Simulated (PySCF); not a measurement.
# Correlation energy of Br (bromine, neutral)

[Ar] 3d10 4s2 4p5, 2P determinant. All numbers are calculated (PySCF 2.14, no relativity, point nucleus, in def2-QZVPPD). Frozen: [Ar] 3d10; 7 electrons correlated.

```csv
level,correlation energy (mhartree)
CCSD,-168.74
(T),-5.82
CCSD(T),-174.56
```

Diagnostics: T1 = 0.0069, D1 = 0.0218, largest double amplitude 0.039.

Cost of the coupled-cluster step: of the order of 26 core-seconds, for 7 correlated electrons.

Iterations:

```
CC2 = 0
CCSD nocc = (np.int64(4), np.int64(3)), nmo = (84, 84)
frozen orbitals [[0, 1, 2, 3, 4, 5, 6, 7, 8, 9, 10, 11, 12, 13], [0, 1, 2, 3, 4, 5, 6, 7, 8, 9, 10, 11, 12, 13]]
max_cycle = 100
direct = 0
conv_tol = 1e-08
conv_tol_normt = 1e-06
diis_space = 8
diis_start_cycle = 0
Init t2, MP2 energy = -0.149923435405695
Init E_corr(UCCSD) = -0.149923435406588
cycle = 1  E_corr(UCCSD) = -0.164414913524314  dE = -0.0144914781  norm(t1,t2) = 0.0373576
cycle = 2  E_corr(UCCSD) = -0.167525968943329  dE = -0.00311105542  norm(t1,t2) = 0.011569
cycle = 3  E_corr(UCCSD) = -0.168785523390483  dE = -0.00125955445  norm(t1,t2) = 0.00462741
cycle = 4  E_corr(UCCSD) = -0.168751679284886  dE = 3.38441056e-05  norm(t1,t2) = 0.000693255
cycle = 5  E_corr(UCCSD) = -0.168740208612861  dE = 1.1470672e-05  norm(t1,t2) = 0.000169511
cycle = 6  E_corr(UCCSD) = -0.168742758200431  dE = -2.54958757e-06  norm(t1,t2) = 6.42242e-05
cycle = 7  E_corr(UCCSD) = -0.168743210185936  dE = -4.51985504e-07  norm(t1,t2) = 1.82587e-05
cycle = 8  E_corr(UCCSD) = -0.168742978302236  dE = 2.318837e-07  norm(t1,t2) = 5.73058e-06
cycle = 9  E_corr(UCCSD) = -0.168742980806746  dE = -2.50451077e-09  norm(t1,t2) = 1.50505e-06
cycle = 10  E_corr(UCCSD) = -0.168742983618685  dE = -2.81193818e-09  norm(t1,t2) = 3.36275e-07
UCCSD converged
E(UCCSD) = -2572.616472296627  E_corr = -0.1687429836186845
UCCSD(T) correction = -0.00582098544990051
```
